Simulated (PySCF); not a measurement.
Numbering as in the mapped SMILES `[CH3:1][CH2:2][CH2:3][SiH3:4]`. Hydrogens are named by the atom that carries them.

Geometry: PBE0-D3(BJ)/def2-SVP; GIAO shifts from PySCF 2.14, gas phase, non-relativistic, averaged over equivalent atoms.

At OPBE/pcSseg-2 (291 basis functions, 55 s wall time on 1 thread of an Arm Neoverse V1, shared host):
| atoms | δ (ppm) |
| --- | --- |
| C2 | 25.4 |
| C1 | 21.0 |
| C3 | 13.4 |
| Si4 | -62.2 |
| H(Si4) | 3.86 |
| H(C2) | 1.48 |
| H(C1) | 1.01 |
| H(C3) | 0.76 |

δ = σ(ref) − σ, references computed at the same level: TMS for 13C (184.41 ppm) and 29Si (355.55 ppm) and 1H (31.20 ppm).

Q: What do these become at B97-2/pcSseg-2?

A: 
```tsv
atoms	δ at B97-2/pcSseg-2	change
C2	24.9	-0.5
C1	21.3	+0.3
C3	13.7	+0.3
Si4	-62.9	-0.7
H(Si4)	3.79	-0.07
H(C2)	1.41	-0.07
H(C1)	1.05	+0.04
H(C3)	0.67	-0.09
```

References, each an isolated molecule treated in the same way: TMS for 13C (183.46 ppm), 29Si (347.59 ppm), 1H (31.36 ppm).

The largest change is at Si4 (silicon bonded to C, 3 H). Cost: 291 basis functions, 41 s wall time on 1 thread of an Arm Neoverse V1, shared host. The order of the carbon signals is the same at both levels.
